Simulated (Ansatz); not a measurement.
Consider the formal exchange of groups at the Si–Br bond: `Br[SiH]1C=N1` + `C[SiH3]` → `C[SiH2][SiH]1C=N1` + HBr.

Computed with Ansatz on PBE0-D4/def2-TZVP structures; ΔE is electronic, products minus reactants. CCSD(T)/CBS adds triple-zeta CCSD(T) − MP2 to the extrapolated MP2 energy (def2 sets, frozen cores). This one scheme is used for every species. DFT in def2-TZVPP. For Br outer-core shells are correlated without core-valence functions, which leaves a few kJ/mol of doubt a bond. Scalar relativity is left out up to krypton. Each species was taken in one conformer, which may not be the lowest.

Is it downhill or uphill in electronic energy at CCSD(T)/CBS, and by how much? (Best estimate.)

The calculation gave: Uphill: ΔE = +86.3 kJ/mol.

What do these levels give: ωB97M-V, B2PLYP, CCSD(T)/def2-TZVPP, MP2/def2-QZVPP, HF/CBS(def2), CCSD/CBS(def2)? (Best estimate.)

Ansatz gave: ωB97M-V 91.1, B2PLYP 88.1, CCSD(T)/def2-TZVPP 82.1, MP2/def2-QZVPP 93.9, HF/CBS(def2) 109.2, CCSD/CBS(def2) 90.1 kJ/mol.

Largest T1 diagnostic among the species: 0.016.

In def2-TZVPP, CCSD(T) changes the Hartree–Fock value by −26.6 kJ/mol (the triples alone add −3.8 kJ/mol) and MP2 by −17.4 kJ/mol. From PBE to PBE0 (25 % exact exchange), in def2-TZVPP and without D4, ΔE moves by +7.8 kJ/mol. The D4 term adds −3.3 kJ/mol with B3LYP and −2.3 kJ/mol with PBE0; it sums over pairs of atoms, weighted by their polarisabilities, and B3LYP, whose exchange is more repulsive, gets the larger term.

B3LYP here is the variant with VWN-RPA as its local correlation; programs differ in this.
